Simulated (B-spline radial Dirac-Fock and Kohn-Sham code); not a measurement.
**Form factor and incoherent scattering function of Hf⁵²⁺**

System: hafnium as Hf⁵²⁺, [Ar] 3d2.

Input file task.json (cfg lists n, l and occupation; rrms is the nuclear radius in fm):

```json
{"items": [{
  "Z": 72,
  "q": 52,
  "cfg": [[1, 0, 2], [2, 0, 2], [2, 1, 6], [3, 0, 2], [3, 1, 6], [3, 2, 2]],
  "A": 180,
  "rrms": 5.347,
  "do": ["scatter"],
  "s": [0.0, 0.06, 0.07, 0.09, 0.11, 0.13, 0.17, 0.2, 0.25, 0.31, 0.39, 0.48, 0.59, 0.73, 0.9, 1.12, 1.38, 1.71, 2.11, 2.61, 3.23, 3.99, 4.94],
  "pz": [0, 0.1, 0.2, 0.3, 0.4, 0.5, 0.6, 0.8, 1.0, 1.2, 1.4, 1.6, 1.8, 2.0, 2.5, 3.0, 4.0, 5.0, 7.0, 10.0, 15.0, 20.0, 30.0, 40.0, 60.0, 100.0],
  "hv_scatter": [1000, 8047.8, 10000, 17479.3, 20000, 30000, 50000, 200000]
}]}
```

Run with: `python xray_run.py task.json out`

Level of theory: Dirac-Fock densities; a B-spline atomic structure program. f₀ is the Fourier transform of the spherical electron density, S the Waller-Hartree incoherent function, and s = sin θ/λ. The electron scattering factor follows from the Mott-Bethe formula f_e = 0.023934 Å⁻¹·(Z − f₀)/s².

| s (Å⁻¹) | f₀ | S | f_e (Å) |
| --- | --- | --- | --- |
| 0 | 20.000 | 0.000 | – |
| 0.06 | 19.988 | 0.013 | 345.796 |
| 0.07 | 19.983 | 0.017 | 254.076 |
| 0.09 | 19.972 | 0.028 | 153.733 |
| 0.11 | 19.958 | 0.042 | 102.939 |
| 0.13 | 19.942 | 0.059 | 73.725 |
| 0.17 | 19.901 | 0.101 | 43.147 |
| 0.2 | 19.863 | 0.139 | 31.196 |
| 0.25 | 19.787 | 0.217 | 19.995 |
| 0.31 | 19.673 | 0.331 | 13.032 |
| 0.39 | 19.486 | 0.519 | 8.263 |
| 0.48 | 19.230 | 0.775 | 5.482 |
| 0.59 | 18.854 | 1.145 | 3.654 |
| 0.73 | 18.285 | 1.696 | 2.412 |
| 0.9 | 17.482 | 2.456 | 1.611 |
| 1.12 | 16.306 | 3.534 | 1.063 |
| 1.38 | 14.806 | 4.854 | 0.719 |
| 1.71 | 12.890 | 6.474 | 0.484 |
| 2.11 | 10.776 | 8.224 | 0.329 |
| 2.61 | 8.685 | 10.018 | 0.222 |
| 3.23 | 6.971 | 11.713 | 0.149 |
| 3.99 | 5.770 | 13.234 | 0.100 |
| 4.94 | 4.817 | 14.647 | 0.066 |

f₀ starts at the number of electrons, 20, and has fallen to half at s ≈ 2.30 Å⁻¹. The sum of ⟨r²⟩ over the electrons is 0.4671 bohr². For an ion f_e diverges as s goes to zero, because of the net charge.

Values without a named source are computed, but for edge energies of neutral atoms, which are taken from tables.
